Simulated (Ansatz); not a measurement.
The cluster Sn₃F₄⁺. Total charge 1; doublet. Geometry r2SCAN-D4/def2-SVP, basis def2-TZVP, Ansatz.

```csv
atom,x (Å),y (Å),z (Å)
Sn1,-0.405,2.140,0.325
Sn2,0.046,-0.903,-1.697
Sn3,0.613,-1.255,1.322
F4,-1.052,0.047,0.204
F5,0.926,1.000,1.436
F6,-0.516,-2.361,-0.177
F7,0.389,1.332,-1.412
```

```json
{"run": "A", "HOMO (eV)": "-11.53", "LUMO (eV)": "-5.73"}
{"run": "B", "HOMO (eV)": "-9.37", "LUMO (eV)": "-7.93"}
{"run": "C", "HOMO (eV)": "-9.00", "LUMO (eV)": "-8.10"}
{"run": "D", "HOMO (eV)": "-9.53", "LUMO (eV)": "-7.73"}
{"run": "E", "HOMO (eV)": "-9.90", "LUMO (eV)": "-7.37"}
```

In the def2 sets Sn takes a core potential; there is no spin–orbit coupling. HSE06 is defined as in plane-wave codes, on full-range PBE exchange. Another isomer (doublet) lies 0.54 eV lower at PBE0-D4/def2-TZVP; other spin states weren't run for this one.

HOMO and LUMO are taken over both spins.

Question: The runs used HSE06, PBE, PBE0, r2SCAN, ωB97M-V. Estimate which is which.

Answer: A ωB97M-V (range-separated); B r2SCAN (0 % exact exchange); C PBE (0 % exact exchange); D HSE06 (range-separated); E PBE0 (25 % exact exchange). Exact exchange lowers occupied and raises empty levels; among semilocal functionals meta-GGAs tend to open the gap a little, and such runs are hard to tell apart. The gap grows from 0.90 eV (PBE) to 5.80 eV (ωB97M-V).
